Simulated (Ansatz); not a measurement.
Total energies of AsAsAsAs tetrahedron (As4) from Ansatz at r2SCAN-D4/def2-TZVPD, gas phase (1 Eh = 27.2114 eV = 2625.5 kJ/mol). The reference geometry is relaxed at PBE-D4/def2-SVP.

```
                 state   geometry  energy (Eh)
      charge 0 singlet  reference  -8943.59542
     charge -1 doublet  reference  -8943.58279
free As atom (quartet)          –  -2235.79960
```

(1) Work out the vertical electron affinity, to the doublet.

(2) What is the binding energy per atom against free atoms?

(1) E(charge 0 singlet) − E(charge -1 doublet) = -8943.59542 − (-8943.58279) = -0.01263 Eh = -0.34 eV; negative, so the extra electron isn't bound.

(2) Atoms: 4 × (-2235.79960) = -8943.19840 Eh. Binding: -8943.19840 − (-8943.59542) = 0.39702 Eh = 10.80 eV, or 2.70 eV for each of 4 atoms (no zero-point energy, no counterpoise term).

At r2SCAN-D4/def2-TZVPD the highest occupied level of the charge -1 doublet lies above zero (up to 2.21 eV). By energy differences it is unbound by 0.34 eV (vertical, to the charge 0 singlet, at r2SCAN-D4/def2-TZVPD) and held by the finite basis.
